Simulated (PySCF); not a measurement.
Structure problem from calculated spectra and properties.

Formula: C6H13FO2.

- Rotational structure: rotational constants A, B, C: 3.919, 0.790, 0.694 GHz [PBE0-D3(BJ)/def2-SVP]
- NMR, other nuclei: isotropic shieldings of nuclei other than C and H, by class: 197 (1 O), 216 (1 O), 264 (1 F) ppm [GIAO B97-2/pcSseg-1]
- Polarisability: 86.3 au [PBE0/def2-SVPD]
- Valence photoelectron: vertical ionisation energy: 10.00 eV [ΔSCF PBE0/def2-SVPD]
- Dipole: 2.05 D [PBE0/def2-SVPD]
- 13C NMR: chemical shifts (computed TMS as zero) by class: 124.0 (1 C), 71.8 (1 C), 66.2 (1 C), 24.8 (1 C), 24.6 (1 C), 19.1 (1 C) ppm [GIAO B97-2/pcSseg-1]
- UV, first state: lowest singlet excitation: 7.83 eV (158 nm, f = 0.006) [TDDFT PBE0/def2-SVPD]
- UV, strongest line: among the 10 lowest singlet transitions: S7 at 8.86 eV (140 nm, f = 0.043) [TDDFT PBE0/def2-SVPD]

Gas-phase values; electronic properties from PySCF, density fitting. Levels stand in brackets. The structure is a single PBE0-D3(BJ)/def2-SVP conformer in the gas phase; no vibrational or solvent corrections. Each NMR value is the plain mean over a class of atoms that symmetry, rotation or inversion makes alike.

Question: Propose a structure and show how it fits.

Answer: Numbering: `[CH3:1][CH2:2][O:3][C@H:4]([F:5])[O:6][CH:7]([CH3:8])[CH3:9]`. Its formula, C6H13FO2, gives 0 degrees of unsaturation, so no ring and no π bond. 6 carbons fall into 6 classes; from least to most shielded: sp3 carbon bearing two oxygens [C4] (124.0 ppm), sp3 carbon bound to oxygen [C7] (71.8 ppm), sp3 carbon bound to oxygen [C2] (66.2 ppm), methyl carbon [C9] (24.8 ppm), methyl carbon [C8] (24.6 ppm), methyl carbon [C1] (19.1 ppm). The other shieldings belong to: 197 ppm, ether oxygen [O6]; 216 ppm, ether oxygen [O3]; 264 ppm, alkyl fluorine [F5]. The first electron is taken from the HOMO, whose largest Löwdin shares are 0.37 on an ether oxygen, 0.23 on an ether oxygen, 0.07 on a methyl carbon and 0.07 on an sp3 carbon bound to oxygen. The optimised geometry has point group C1 and is an asymmetric top. Structure: `CCO[C@H](F)OC(C)C`. The assignments are read from this structure; whether some other isomer fits the data as well wasn't checked. The mirror image fits equally.

Shape of the structure used: `[CH3:1][CH2:2][O:3][C@H:4]([F:5])[O:6][CH:7]([CH3:8])[CH3:9]`: C1–C2–O3–C4 88°, C2–O3–C4–F5 -71°, O3–C4–O6–C7 -172°, C4–O6–C7–C8 141°.
